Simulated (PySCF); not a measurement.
## Relaxation of singlet CrSCl4

Computed with PBE0 in PySCF with Cr def2-SVP, S def2-SVP, Cl def2-SVP; no relativity; density-fitted integrals. A (50,194) grid was used.

A hand-made square pyramidal (ligand arrangement 2) start, of C4v symmetry, held to at least that symmetry:

Coordinates in bohr (charge 0 multiplicity 1):
```
Cr    0.0000    0.0000   -0.0107
S     0.0000    0.0000    3.8632
Cl    4.0850    0.0000   -0.8791
Cl    0.0000    4.0850   -0.8791
Cl   -4.0850    0.0000   -0.8791
Cl    0.0000   -4.0850   -0.8791
```

Optimiser trace:
```json
{"step": "0", "E − E(last) (kJ/mol)": "27.63", "largest gradient (Eh/bohr)": "0.06677"}
{"step": "1", "E − E(last) (kJ/mol)": "2.58", "largest gradient (Eh/bohr)": "0.01888"}
{"step": "2", "E − E(last) (kJ/mol)": "0.40", "largest gradient (Eh/bohr)": "0.01018"}
{"step": "3", "E − E(last) (kJ/mol)": "0.04", "largest gradient (Eh/bohr)": "0.00085"}
{"step": "4", "E − E(last) (kJ/mol)": "0.01", "largest gradient (Eh/bohr)": "0.00027"}
{"step": "5", "E − E(last) (kJ/mol)": "0.00", "largest gradient (Eh/bohr)": "0.00015"}
```

It ends at C4v with Cr–Cl 2.186 Å (×4), Cr–S 1.918 Å; Cl–Cr–Cl 86.5° (×4), Cl–Cr–Cl 151.3° (×2), Cl–Cr–S 104.4° (×4). A frequency run shows a minimum. Other isomers or separated fragments may lie lower.
